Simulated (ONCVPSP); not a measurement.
An all-electron radial function and its pseudo partner (calcium)

Columns: radius, all-electron u(r) and pseudo u(r) of the 3p shell (level -28.01 eV) of calcium in the configuration [Ne] 3s2 3p6 4s2; PBE, scalar-relativistic, ONCV scheme, ONCVPSP 4.0.1.

```tsv
r (bohr)	all-electron	pseudo
0.100	-0.3202	0.0237
0.200	-0.4752	0.0922
0.300	-0.3360	0.1980
0.400	-0.0593	0.3295
0.500	0.2377	0.4726
0.600	0.4962	0.6130
0.700	0.6951	0.7373
0.800	0.8325	0.8357
0.900	0.9138	0.9025
1.000	0.9491	0.9363
1.100	0.9491	0.9399
1.200	0.9233	0.9183
1.300	0.8802	0.8780
1.400	0.8260	0.8254
1.500	0.7658	0.7657
1.600	0.7031	0.7031
1.700	0.6405	0.6405
1.800	0.5799	0.5799
1.900	0.5222	0.5222
2.000	0.4683	0.4683
2.100	0.4185	0.4185
2.200	0.3728	0.3728
2.300	0.3312	0.3312
2.400	0.2937	0.2937
2.500	0.2599	0.2599
2.600	0.2297	0.2297
```

Question: How many radial nodes do the two functions have?

Answer: The all-electron 3p function has n − l − 1 = 1; the pseudo-wave has 0, since the states of the same l below it are removed with the core.

Question: At about which radius was the pseudo-wave matched?

Answer: 1.65 bohr. The columns agree to 0.0005 from 1.50 bohr on; several derivatives are matched, so the curves merge somewhat inside the radius.

Question: Is the pseudo-wave norm-conserving?

Answer: Yes: the ONCV scheme keeps the norm inside the radius equal to the all-electron one, which fixes the energy derivative of the logarithmic derivative at the level.
